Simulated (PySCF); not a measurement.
Molfile (atoms numbered from 1):
```
FH7Si3
     RDKit          3D

 11 10  0  0  0  0  0  0  0  0999 V2000
    1.5598   -1.6047   -0.8555 F   0  0  0  0  0  0  0  0  0  0  0  0
    1.8386   -0.4672    0.2845 Si  0  0  0  0  0  4  0  0  0  0  0  0
    0.0359    1.0296    0.1999 Si  0  0  0  0  0  4  0  0  0  0  0  0
   -1.8534   -0.2229   -0.4052 Si  0  0  0  0  0  4  0  0  0  0  0  0
    3.1618    0.1576   -0.0068 H   0  0  0  0  0  0  0  0  0  0  0  0
    1.8952   -1.1538    1.6091 H   0  0  0  0  0  0  0  0  0  0  0  0
    0.2881    2.1164   -0.7980 H   0  0  0  0  0  0  0  0  0  0  0  0
   -0.1514    1.6526    1.5489 H   0  0  0  0  0  0  0  0  0  0  0  0
   -1.9639   -1.4086    0.4983 H   0  0  0  0  0  0  0  0  0  0  0  0
   -1.7062   -0.6928   -1.8151 H   0  0  0  0  0  0  0  0  0  0  0  0
   -3.0982    0.5965   -0.2860 H   0  0  0  0  0  0  0  0  0  0  0  0
  1  2  1  0
  2  3  1  0
  3  4  1  0
  2  5  1  0
  2  6  1  0
  3  7  1  0
  3  8  1  0
  4  9  1  0
  4 10  1  0
  4 11  1  0
M  END
```

Geometry: PBE0-D3(BJ)/def2-SVP; GIAO shifts from PySCF 2.14, gas phase, non-relativistic, averaged over equivalent atoms.

At PBE0/pcSseg-2 (263 basis functions, 32 s wall time on 1 thread of an Arm Neoverse V1, shared host):
```tsv
atoms	δ (ppm)
F1	-237.7
Si2	6.6
Si4	-110.2
Si3	-120.0
H5/H6	5.80
H9/H10/H11	3.76
H7/H8	3.50
```

Shifts are taken against calculated references (same method and geometry level): ¹⁹F (175.81 ppm) against CFCl3; ²⁹Si (341.29 ppm), ¹H (31.25 ppm) vs TMS.

**Question.** Predict the values at B97-D/pcSseg-2 on the same geometry.

**Answer.** 
```tsv
atoms	δ at B97-D/pcSseg-2	change
F1	-251.9	-14.2
Si2	2.2	-4.4
Si4	-107.8	+2.4
Si3	-114.4	+5.6
H5/H6	5.80	+0.00
H9/H10/H11	3.71	-0.05
H7/H8	3.47	-0.03
```

Referencing at the same level of theory: ¹⁹F (154.18 ppm) vs CFCl3; ²⁹Si (336.56 ppm), ¹H (31.40 ppm) against TMS.

The largest change is at F1 (fluorine bonded to Si). Cost: 263 basis functions, 29 s wall time on 1 thread of an Arm Neoverse V2, shared host.

Unscaled 19F shifts against computed CFCl3 carry errors that often reach 10 to 50 ppm.
